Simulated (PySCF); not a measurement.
Compound: C₄H₈BFO₂.
Z-matrix (Å and degrees, PBE0-D3(BJ)/def2-SVP geometry), rows numbered from 1:
```
C 
O   1  1.4002
B   2  1.3633  1  123.00
C   3  1.5572  2  123.83  1    -0.40
C   4  1.3332  3  119.96  2   177.70
F   5  1.3269  4  123.17  3   179.72
O   3  1.3607  2  117.96  1   179.61
C   7  1.4038  3  121.50  2     0.64
H   1  1.1032  2  111.96  3   -58.98
H   1  1.1035  2  111.84  3    62.77
H   1  1.0994  2  108.37  3  -178.18
H   4  1.0947  3  123.15  2    -2.62
H   5  1.0951  4  124.39  3    -0.33
H   8  1.1031  7  111.21  3    74.58
H   8  1.1014  7  111.90  3   -46.07
H   8  1.0995  7  108.29  3  -166.36
```

Computed, not measured: PBE0-D3(BJ)/def2-SVP geometry optimisation, gas phase (PySCF).

Take the most abundant isotopes and a rigid rotor. The values belong to one conformer with, in the numbering `[CH3:1][O:2][B:3](/[CH:4]=[CH:5]/[F:6])[O:7][CH3:8]`, C1–O2–B3–C4 0°, O2–B3–C4–C5 178°, O2–B3–O7–C8 1°.

(1) Give the principal moments of inertia and the rotational constants in MHz.

(2) Classify the top.

(3) What does the inertial defect say?

(4) Give the other two planar moments, Paa and Pbb, and the rms extents of the mass along the axes.

(5) Predict some low-J microwave lines.

## Answers

(1) Ia = 188.03, Ib = 419.52, Ic = 601.09 u·Å²; 505379 MHz·u·Å²/I gives A = 2688, B = 1205, C = 840.8 MHz.

(2) An asymmetric top; Ray's κ = -0.606.

(3) Not planar: Δ = Ic − Ia − Ib = -6.46 u·Å². For a rigid frame Δ = −2 Σ m c², so Σ m c² = 3.23 u·Å² lies off the ab plane: 3.22 from hydrogen and 0.01 from heavier atoms. The atom farthest from that plane is 0.99 Å away.

(4) Paa = Σ m a² = (Ib + Ic − Ia)/2 = 416.29 and Pbb = Σ m b² = (Ia + Ic − Ib)/2 = 184.80 u·Å². With the mass M = 118.06 u, the rms extents √(P/M) along a, b and c are 1.88, 1.25, 0.17 Å.

(5) The dipole components are |μa| = 1.53 D, |μb| = 0.68 D, |μc| = 0.02 D. The squared components, which scale the intensities, stand as 1.00 : 0.20 : 0.00 (a : b : c). Some lines, for components of 0.1 D or more:

```
type  branch         J(Ka,Kc)    MHz  lower level (cm⁻¹)
   a       Q  1(1,0) ← 1(1,1)    364               0.118
   a       Q  2(1,1) ← 2(1,2)   1092               0.242
   a       Q  3(1,2) ← 3(1,3)   2177               0.427
   b       R  3(1,2) ← 2(2,1)   2192               0.427
   b       Q  2(1,1) ← 2(0,2)   2270               0.203
   b       R  2(0,2) ← 1(1,1)   2549               0.118
   b       Q  3(1,2) ← 3(0,3)   3002               0.400
   b       R  1(1,1) ← 0(0,0)   3529               0.000
   a       R  2(1,2) ← 1(1,1)   3727               0.118
   b       Q  3(2,1) ← 3(1,2)   4230               0.500
   a       R  2(1,1) ← 1(1,0)   4455               0.130
   b       R  3(0,3) ← 2(1,2)   4731               0.242
   b       R  2(1,2) ← 1(0,1)   5210               0.068
   b       Q  2(2,1) ← 2(1,2)   5541               0.242
   a       R  3(2,1) ← 2(2,0)   6363               0.429
   a       R  3(1,2) ← 2(1,1)   6642               0.278
   b       R  3(1,3) ← 2(0,2)   6734               0.203
   b       Q  3(3,1) ← 3(2,2)   8360               0.632
   b       R  2(2,1) ← 1(1,0)   8904               0.130
   b       R  2(2,0) ← 1(1,1)   9327               0.118
   b       R  3(3,1) ← 2(2,0)  14437               0.429
   b       R  3(3,0) ← 2(2,1)  14502               0.427
```

Not checked by PBE0-D3(BJ)/def2-SVP frequencies. Constants of a rigid frame at the computed geometry: no zero-point averaging, no centrifugal distortion. A rigid rotor knows nothing of internal rotation, which can split or shift real lines. Quadrupole hyperfine structure (11B) is left out.
